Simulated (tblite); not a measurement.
Species: C5H14GeO.
SMILES with atom numbers: `[CH3:1][CH2:2][C@@H:3]([CH3:4])[GeH2:5][O:6][CH3:7]` (hydrogens: H8, H9, H10 on C1; H11, H12 on C2; H13 on C3; H14, H15, H16 on C4; H17, H18 on Ge5; H19, H20, H21 on C7)

Computed with GFN2-xTB (tblite), gas phase: L-BFGS steps from a force-field or distance-geometry start until the largest atomic force falls under 0.01 eV/Å.

Step 0: E = -647.7670 eV
```
atom  x, y, z in Å  |  force x, y, z in eV/Å
C1     -2.1152    1.0506   -0.2250   -1.348   1.872  -0.113
C2     -1.9459   -0.0664    0.7328   -0.409  -1.460   1.573
C3     -0.6441   -0.7957    0.4351   -0.835  -0.454   0.244
C4     -0.7602   -1.3115   -0.9899    0.142  -1.002   0.139
Ge5     0.8900    0.4025    0.5044   -0.255   0.678   0.532
O6      2.3639   -0.4929    0.9590   -0.047   0.388  -0.397
C7      3.4587    0.1565    0.3439    0.549  -0.082   0.174
H8     -1.8622    2.0029    0.3326   -0.303  -0.756  -1.113
H9     -1.4852    0.9226   -1.1248   -0.657   0.392   0.636
H10    -3.2189    1.0551   -0.5095    1.456   0.569   0.024
H11    -1.9554    0.2372    1.8123   -0.030   0.091  -0.807
H12    -2.8251   -0.7656    0.6226    0.897   0.248   0.201
H13    -0.5480   -1.6360    1.1276    0.099   0.063   0.045
H14    -1.8485   -1.3988   -1.2187    1.090  -0.176  -0.344
H15    -0.2307   -0.5917   -1.6353   -0.474  -0.789  -0.307
H16    -0.2630   -2.3102   -0.9911   -0.430   0.737  -0.621
H17     0.6520    1.5626    1.5212    0.321  -0.183  -0.269
H18     1.1249    1.0089   -0.9260    0.090  -0.101   0.515
H19     4.3914   -0.3936    0.5972   -0.576   0.378  -0.133
H20     3.5149    1.2083    0.6822    0.284  -0.380  -0.072
H21     3.2978    0.1718   -0.7419    0.434  -0.033   0.093
```

Question: Estimate the geometry and energy of step 1. (The exact step hangs on the optimiser's Hessian estimate; all steps are aligned on step 0, rigid shifts and turns removed.)

Answer: E = -648.0074 eV, largest force 0.944 eV/Å
```
atom  x, y, z in Å  |  force x, y, z in eV/Å
C1     -2.1345    1.0774   -0.2266   -0.304  -0.049   0.423
C2     -1.9517   -0.0873    0.7553   -0.253   0.054   0.011
C3     -0.6561   -0.8022    0.4386   -0.395  -0.269   0.109
C4     -0.7582   -1.3258   -0.9880    0.042  -0.180   0.162
Ge5     0.8863    0.4122    0.5120   -0.346   0.357   0.349
O6      2.3632   -0.4873    0.9533   -0.067   0.331  -0.306
C7      3.4665    0.1554    0.3464    0.075   0.070  -0.065
H8     -1.8665    1.9921    0.3167   -0.189  -0.055  -0.625
H9     -1.4946    0.9282   -1.1157   -0.627   0.397   0.584
H10    -3.1981    1.0632   -0.5092    0.527   0.578  -0.133
H11    -1.9558    0.2385    1.8008   -0.040   0.156  -0.141
H12    -2.8123   -0.7620    0.6255    0.343  -0.129   0.196
H13    -0.5466   -1.6351    1.1282    0.129  -0.109   0.159
H14    -1.8329   -1.4013   -1.2236    0.711  -0.244  -0.379
H15    -0.2375   -0.6029   -1.6397   -0.420  -0.752  -0.224
H16    -0.2692   -2.2996   -1.0000   -0.121   0.103  -0.539
H17     0.6566    1.5600    1.5174    0.290  -0.052  -0.150
H18     1.1262    1.0075   -0.9186    0.074  -0.075   0.495
H19     4.3832   -0.3882    0.5953   -0.184   0.122  -0.003
H20     3.5190    1.2029    0.6812    0.311  -0.230  -0.023
H21     3.3040    0.1713   -0.7405    0.445  -0.023   0.101
```

The energy changes by -0.2404 eV. The first-order estimate −F·Δx gives -0.3617 eV and the mean of the old and new forces, exact on a quadratic surface, -0.2402 eV. The step makes an angle of 0° with the force vector and moves no atom by more than 0.033 Å.

What follows is the cost of the whole relaxation. Hardware: one thread, Arm Neoverse N1 (aarch64), on a shared host. Cost: 1.9 s wall.
